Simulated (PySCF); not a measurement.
Isomers of C5H14P2S. Method: PySCF, PBE0-D3(BJ)/def2-SVP geometry optimisation, gas phase. Energies are electronic, without zero-point or thermal terms, for one conformer each. No frequencies were run at this level. Point groups hold within 0.08 Å.

Question: Order them by energy at this level, lowest first, and give relative energies in kJ/mol.
A. `[CH3:1][CH2:2][P@@:3]([PH2:4])(=[S:5])[CH:6]([CH3:7])[CH3:8]` with C1–C2–P3–P4 57°, C2–P3–P4–H 161° and 69°, C2–P3–C6–C7 -62°
B. `[CH3:1][C:2]([CH3:3])([CH3:4])[P@:5]([CH3:6])([PH2:7])=[S:8]` with C2–P5–P7–H 176° and -91°
C. `[CH3:1][CH2:2][CH2:3][P@@:4]([PH2:5])(=[S:6])[CH2:7][CH3:8]` with C1–C2–C3–P4 -173°, C2–C3–P4–P5 -74°, C3–P4–P5–H 178° and 85°, C3–P4–C7–C8 53°

Answer: B (0.0), A (4.2), C (10.1).

Neighbours under 10 kJ/mol apart (CC(C)(C)[P@](C)(P)=S and CC[P@@](P)(=S)C(C)C; CC[P@@](P)(=S)C(C)C and CCC[P@@](P)(=S)CC) can change places with a better method, another conformer or zero-point energy.

```
              SMILES       E (Eh)  E rel (kJ/mol)  dipole (D)  point group       A, B, C (MHz)
CC(C)(C)[P@](C)(P)=S  -1278.80154             0.0        3.59           C1   1252, 1100, 875.3
 CC[P@@](P)(=S)C(C)C  -1278.79993             4.2        3.70           C1   1118, 1005, 911.6
   CCC[P@@](P)(=S)CC  -1278.79770            10.1        3.67           C1  1164, 815.4, 727.6
```

Q: How do the relative energies change in single points at PBE0/pcSseg-1 (no added dispersion term) on the same geometries?

A: 
```csv
SMILES,PBE0-D3(BJ)/def2-SVP (kJ/mol),PBE0/pcSseg-1 (kJ/mol),shift
CC(C)(C)[P@](C)(P)=S,0.0,0.0,0.0
CC[P@@](P)(=S)C(C)C,4.2,4.0,-0.2
CCC[P@@](P)(=S)CC,10.1,4.5,-5.6
```

Each column counts from its own lowest isomer. The order is unchanged; the largest shift is 5.6 kJ/mol.
